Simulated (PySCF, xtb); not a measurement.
3-bromobuta-1,2-diene (C₄H₅Br), SMILES C=C=C(C)Br.

Harmonic wavenumbers (cm⁻¹) from GFN2-xTB in xtb at its own minimum, in rising order: 127, 155, 236, 264, 363, 389, 557, 581, 866, 927, 956, 1040, 1065, 1300, 1395, 1437, 1459, 1474, 2076, 3001, 3015, 3038, 3071, 3079.

Question: What does PBE-D3(BJ)/def2-SVP (PySCF) give at its own minimum? (The exact figures need the calculation; the answer reports its results.)

Answer: 144, 182, 230, 273, 420, 430, 576, 591, 841, 894, 957, 1003, 1044, 1248, 1333, 1388, 1392, 1426, 2025, 2969, 3043, 3053, 3081, 3127. Paired by order, the mean absolute difference is 32 cm⁻¹ and the zero-point energies are 45.6 and 45.3 kcal/mol.
